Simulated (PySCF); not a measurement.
Species: C₈H₁₂.
Cartesian coordinates in Å at the PBE0-D3(BJ)/def2-SVP level; atoms count from 1:
```xyz
20
C8H12 angstrom
C      2.6464   -1.7331    0.9924
C      1.7312   -1.1984    0.2252
C      0.8135   -0.6514   -0.5316
C     -0.1479    0.4292   -0.0867
C      0.0832    1.6744   -0.8959
C      0.4649    2.8517   -0.4012
C     -1.6057   -0.0429   -0.2121
C     -1.9431   -1.2313    0.6721
H      2.4343   -2.6250    1.5918
H      3.6537   -1.3076    1.0576
H      0.7243   -0.9891   -1.5738
H      0.0573    0.6566    0.9728
H     -0.0881    1.5767   -1.9766
H      0.6101    3.7237   -1.0441
H      0.6494    2.9859    0.6697
H     -2.2612    0.8100    0.0310
H     -1.8088   -0.2891   -1.2700
H     -2.9969   -1.5266    0.5573
H     -1.7756   -0.9951    1.7352
H     -1.3180   -2.1037    0.4281
```

Level: B3LYP/def2-SVPD in PySCF, non-relativistic, on one gas-phase PBE0-D3(BJ)/def2-SVP geometry that isn't relaxed in the solvent. The solvent is an IEF-PCM continuum (van der Waals radii × 1.2), and excitations are vertical TDDFT with non-equilibrium linear response and a frozen core. Specific hydrogen bonds and non-electrostatic terms are outside this model.

Gas-phase singlets (H = HOMO, L = LUMO):

| state | E (eV) | λ (nm) | f | leading configurations |
| --- | --- | --- | --- | --- |
| S1 | 5.536 | 224 | 0.014 | H→L 36%, H→L+1 34%, H-1→L+1 20% |
| S2 | 5.883 | 211 | 0.014 | H-1→L 49%, H-2→L 15%, H→L+1 12% |
| S3 | 6.175 | 201 | 0.075 | H→L+1 35%, H→L 29%, H-1→L 21% |
| S4 | 6.508 | 191 | 0.165 | H-1→L+1 36%, H→L 18%, H-2→L 14% |
| S5 | 6.617 | 187 | 0.018 | H→L+2 41%, H-2→L 28%, H-2→L+1 10% |

Question: Give the list for chloroform (ε = 4.711), n² = 2.09.

Answer: 
| state | E (eV) | λ (nm) | f | leading configurations | change by rank (eV) |
| --- | --- | --- | --- | --- | --- |
| S1 | 5.536 | 224 | 0.023 | H→L 39%, H→L+1 34%, H-1→L+1 18% | 0.000 |
| S2 | 5.907 | 210 | 0.032 | H-1→L 48%, H-2→L 15%, H→L+1 12% | +0.024 |
| S3 | 6.160 | 201 | 0.152 | H→L 34%, H→L+1 32%, H-1→L 18% | -0.015 |
| S4 | 6.468 | 192 | 0.263 | H-1→L+1 34%, H-2→L 18%, H-1→L 18% | -0.040 |
| S5 | 6.633 | 187 | 0.029 | H-2→L 29%, H→L+2 27%, H-1→L+1 17% | +0.016 |

Question: Give the list for acetonitrile (ε = 35.69), n² = 1.81.

Answer: 
| state | E (eV) | λ (nm) | f | leading configurations | change by rank (eV) |
| --- | --- | --- | --- | --- | --- |
| S1 | 5.545 | 224 | 0.021 | H→L 39%, H→L+1 34%, H-1→L+1 18% | +0.009 |
| S2 | 5.924 | 209 | 0.030 | H-1→L 48%, H-2→L 16%, H→L+1 12% | +0.041 |
| S3 | 6.175 | 201 | 0.132 | H→L+1 34%, H→L 33%, H-1→L 18% | 0.000 |
| S4 | 6.489 | 191 | 0.252 | H-1→L+1 34%, H-2→L 18%, H-1→L 17% | -0.019 |
| S5 | 6.646 | 187 | 0.029 | H-2→L 30%, H→L+2 25%, H-1→L+1 17% | +0.029 |

Question: How do the frontier levels move from gas to acetonitrile?

Answer: 
```
orbital  gas (eV)  solvent (eV)  change (eV)                   Löwdin shares, gas               Löwdin shares, solvent
 LUMO+2      0.44          0.53        +0.09    C8 12 %, C2 10 %, C1 10 %, C3 8 %   C2 13 %, C1 12 %, C8 10 %, C3 10 %
 LUMO+1      0.05          0.08        +0.03   C2 29 %, C1 25 %, C3 14 %, H11 8 %   C2 30 %, C1 26 %, C3 14 %, H11 7 %
   LUMO     -0.35         -0.34        +0.01   C6 22 %, C5 20 %, C2 14 %, C3 10 %   C6 22 %, C5 20 %, C2 14 %, C3 10 %
   HOMO     -6.97         -6.98        -0.01   C2 24 %, C3 23 %, C6 15 %, C5 14 %   C2 24 %, C3 24 %, C6 15 %, C5 14 %
 HOMO-1     -7.21         -7.21         0.00    C2 24 %, C1 19 %, C3 16 %, C6 9 %   C2 22 %, C1 17 %, C3 15 %, C6 10 %
 HOMO-2     -7.59         -7.60        -0.01   C1 21 %, C2 20 %, C5 18 %, C6 16 %   C1 22 %, C2 20 %, C5 16 %, C6 15 %
 HOMO-3     -9.17         -9.01        +0.16  C7 23 %, C4 15 %, H17 14 %, C8 13 %  C7 24 %, H17 14 %, C4 14 %, C8 13 %
```

The HOMO–LUMO gap goes from 6.62 to 6.65 eV.
